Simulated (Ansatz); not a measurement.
`IC1C=CC1`, charge 0, multiplicity 1.

**Question.** Give a relaxed structure at PBE0-D4/def2-TZVP (Ansatz). (An estimate is asked.)

**Answer.** Ansatz gave: 
Cartesian coordinates in Å:
```
I 1.473 -0.557 2.236
C -0.065 0.105 0.877
C 0.354 1.083 -0.167
C 0.003 0.282 -1.176
C -0.409 -0.864 -0.286
H -0.890 0.389 1.527
H 0.762 2.083 -0.093
H -0.007 0.403 -2.252
H -1.455 -1.179 -0.334
H 0.234 -1.745 -0.331
```
This is one stationary point; other conformers may exist.
